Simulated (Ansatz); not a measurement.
Cost and result for the atomization energy of C2H6AlNS (`CC(=S)[NH][AlH2]`) (11 atoms, 10 bonds).

```xyz
11

C    -0.145   -1.170    0.881
C    -1.003   -0.424   -0.096
S    -2.549   -0.873   -0.414
N    -0.419    0.644   -0.702
Al    1.226    1.390   -0.583
H     0.747   -1.565    0.385
H     0.200   -0.505    1.679
H    -0.702   -1.993    1.319
H    -1.079    1.076   -1.342
H     1.422    2.647   -1.515
H     2.301    0.773    0.389
```

Charge 0, multiplicity 1. The geometry is a stationary point of PBE0-D4/def2-TZVP. Program: Ansatz. All runs use 4 threads of an Arm Neoverse V1 on a shared host. Times are those of one run each, without the atoms' runs, and a repeat can differ threefold. Electronic energies, without spin–orbit coupling; frozen cores. CCSD(T)/CBS adds CCSD(T) − MP2 in def2-TZVPP to the MP2 limit, and its time is that of the two runs behind it. T1 = 0.017. B3LYP takes the VWN-RPA correlation (the form of Gaussian; ORCA's B3LYP/G).

CCSD(T)/CBS is a level of theory with its own doubt, some kJ/mol a heavy atom from the limit and from the frozen cores, so smaller differences don't rank the functionals.

```csv
level,functions,wall time,atomization (kJ/mol),difference from CCSD(T)/CBS,per bond
PBE-D4/def2-TZVPP (with forces),261,3 s,4014.9,95.5,9.5
PBE0-D4/def2-TZVPP,261,3.8 s,3935.6,16.2,1.6
B3LYP-D4/def2-TZVPP (with forces),261,6 s,3933.1,13.7,1.4
r2SCAN-D4/def2-TZVPP (with forces),261,6.5 s,3937.9,18.5,1.9
B2PLYP/def2-TZVPP,261,7 s,3881.2,-38.2,-3.8
ωB97X-V/def2-TZVPP,261,9.5 s,3940.5,21.1,2.1
ωB97M-V/def2-TZVPP (with forces),261,14 s,3942.9,23.5,2.4
MP2/def2-QZVPP,491,29 s,3935.2,15.8,1.6
CCSD(T)/def2-TZVPP,261,2.8 min,3805.9,-113.5,-11.3
CCSD(T)/CBS(def2),–,3.3 min,3919.4,0.0,0.0
```

The D4 term adds +42.0 kJ/mol with B3LYP and +22.0 kJ/mol with PBE0; it sums over pairs of atoms, weighted by their polarisabilities, and B3LYP, whose exchange is more repulsive, gets the larger term. From PBE to PBE0 (25 % exact exchange), in def2-TZVPP and without D4, the atomization energy moves by −75.4 kJ/mol: exact exchange takes away binding that semilocal exchange gives to molecules. In def2-TZVPP, CCSD(T) changes the Hartree–Fock value by +1021.4 kJ/mol (the triples alone add +70.1 kJ/mol) and MP2 by +1083.3 kJ/mol; breaking electron pairs costs correlation energy, which Hartree–Fock lacks.
